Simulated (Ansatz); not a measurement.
A CCSD(T) single point on `C[O][Al]([Cl])[Cl]`.

```yaml
crystal:
  periodic: [false, false, false]
  atoms:
    - {symbol: C, position_ang: [-0.639597, 1.046229, -0.517728]}
    - {symbol: O, position_ang: [-0.579853, -0.253292, 0.004406]}
    - {symbol: Al, position_ang: [0.614853, -1.261037, 0.576082]}
    - {symbol: Cl, position_ang: [2.600614, -0.642397, 0.619133]}
    - {symbol: Cl, position_ang: [0.101155, -3.150990, 1.249117]}
    - {symbol: H, position_ang: [0.345708, 1.522491, -0.564332]}
    - {symbol: H, position_ang: [-1.292667, 1.663714, 0.105508]}
    - {symbol: H, position_ang: [-1.057915, 1.018183, -1.527887]}
basis:
  gaussian: {orbitals: def2-SVP}
correlation: {method: ccsd_t}
```

```sh
$ ansatz run in.yaml --threads 4 --pin off --events-out ev --progress --plain --max-ram 10444MiB
```

The program prints (abridged):

```
Functional definition: HF
905 factors; integrals over basis functions are off by at most 1.4e-3 eV
mean field evaluation 1: about -34695.8491 eV, gradient 3.3e1 eV
mean field evaluation 2: about -34695.8589 eV, gradient 3.3e1 eV
mean field evaluation 4: about -34698.3151 eV, gradient 2.9e0 eV
mean field evaluation 8: about -34698.3409 eV, gradient 1.1e-4 eV
mean field -34698.34093526 eV, -1275.1405099906 hartree, gradient 3.0e-6 eV, S^2 0.000000; 0 other end points of the search recorded, 0 dependent functions left out
17 core orbitals not correlated: weight in the atoms' cores, before any rotation towards them, 1.000 or more for the frozen orbitals, at most 0.000 for the correlated occupied ones
reference -34698.34093526 eV, -1275.1405099906 hartree; 15, 15 occupied and 65, 65 virtual orbitals, 905 factors
second order -17.45185879 eV of doubles, -0.00000000 eV of singles
cycle   1  -18.21217509 eV  change   -7.6e-1 eV  update   8.8e-2
cycle   2  -18.58436721 eV  change   -3.7e-1 eV  update   2.5e-2
cycle   3  -18.67853079 eV  change   -9.4e-2 eV  update   1.4e-2
cycle   4  -18.67670631 eV  change    1.8e-3 eV  update   3.4e-3
cycle   5  -18.67513631 eV  change    1.6e-3 eV  update   1.4e-3
cycle   6  -18.67509344 eV  change    4.3e-5 eV  update   4.9e-4
cycle   7  -18.67495303 eV  change    1.4e-4 eV  update   1.6e-4
cycle   8  -18.67496603 eV  change   -1.3e-5 eV  update   4.7e-5
cycle   9  -18.67498143 eV  change   -1.5e-5 eV  update   1.4e-5
perturbative correction -0.40956205 eV, -0.0150511276 hartree
Total energy: -34717.42547874 eV, -1275.8418540274 hartree
```

Run time 2.5 s (4 threads of an Arm Neoverse V1 on a shared host); peak host memory 0.33 GiB.

MP2 recovers 91.4 % of the CCSD(T) correlation energy and the triples give 2.1 %; T1 = 0.0109.
